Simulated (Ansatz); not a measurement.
Compare A (`CN1B[SiH]1C`) with its isomer B (`C=NB(C)[SiH3]`).

Computed with Ansatz on PBE0-D4/def2-TZVP structures; ΔE is electronic, products minus reactants. CCSD(T)/CBS adds triple-zeta CCSD(T) − MP2 to the extrapolated MP2 energy (def2 sets, frozen cores). Functionals use def2-TZVPP. B3LYP here is the variant with VWN-RPA as its local correlation; programs differ in this. Each species was taken in one conformer, which may not be the lowest.

Problem. Which is lower in electronic energy at CCSD(T)/CBS, and by how much? (Estimate.)

Solution. Ansatz gave: A, by 25.2 kJ/mol.

Problem. Give E(B) − E(A) in kJ/mol with B2PLYP, CCSD(T)/def2-TZVPP, HF/def2-TZVPP, r2SCAN-D4, PBE-D4, B3LYP, MP2/def2-TZVPP. (Best estimate.)

Solution. Ansatz gave: B2PLYP 14.7, CCSD(T)/def2-TZVPP 19.9, HF/def2-TZVPP 5.8, r2SCAN-D4 17.9, PBE-D4 11.6, B3LYP 3.9, MP2/def2-TZVPP 35.2. None reverses the order clearly.

Largest T1 diagnostic: 0.015.

From PBE to PBE0 (25 % exact exchange), in def2-TZVPP and without D4, E(B) − E(A) moves by +12.9 kJ/mol. In def2-TZVPP, CCSD(T) changes the Hartree–Fock value by +14.1 kJ/mol (the triples alone add −0.4 kJ/mol) and MP2 by +29.4 kJ/mol.
